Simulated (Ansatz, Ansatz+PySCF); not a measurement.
| atom | x (Å) | y (Å) | z (Å) |
| --- | --- | --- | --- |
| Mn | 0.0000 | 0.0000 | 0.0000 |
| H | 0.0000 | 0.0000 | 1.7310 |

Basis set: def2-SVP (spherical functions). Frozen core: 5 orbitals. Charge 0, multiplicity 7.

Computed with Ansatz (development build ahead of 0.2.0); each method stands on the lowest determinant of its kind that the runs found. Restricted functionals stand beside restricted open-shell atoms, which can lie above the unrestricted atoms usual in DFT and then raise those values.

The atomization energy at this shape (free ground-state atoms in the same class of orbitals less the molecule, no zero-point energy) of septet MnH:

```json
{"method": "ωB97X (unrestricted)", "atomization energy": "1.23 eV"}
{"method": "r²SCAN (unrestricted)", "atomization energy": "1.95 eV"}
{"method": "r²SCAN (restricted open-shell)", "atomization energy": "2.00 eV"}
{"method": "PBE0 (unrestricted)", "atomization energy": "1.66 eV"}
{"method": "UHF-MP2", "atomization energy": "1.39 eV"}
{"method": "UHF", "atomization energy": "1.27 eV"}
{"method": "ROHF", "atomization energy": "1.30 eV"}
```

Problem. What does PBE (unrestricted) give?

Solution. 1.72 eV.
